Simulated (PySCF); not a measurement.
Te(OH)(SeH), SMILES [SeH][Te]O (CAM-B3LYP/def2-SVP optimised geometry):

```
5

Te    -0.883    -1.229     0.000
O      1.109    -1.229     0.000
H      1.408    -1.104     0.911
Se    -1.408     1.229     0.000
H     -1.332     1.429    -1.457
```

Level of theory: CAM-B3LYP/def2-TZVP, def2 effective core potentials past Kr (PySCF).

Question: What are the frontier orbital energies and the dipole moment?

Answer: HOMO-2 -9.64 eV, HOMO-1 -8.74 eV, HOMO -7.80 eV, LUMO -0.77 eV, LUMO+1 -0.64 eV; dipole moment 1.08 D.

On the same geometry PySCF with PBE/def2-TZVP, def2 effective core potentials past Kr gives HOMO-2 -7.10 eV, HOMO-1 -6.34 eV, HOMO -5.41 eV, LUMO -2.50 eV, LUMO+1 -2.47 eV; dipole moment 0.88 D.
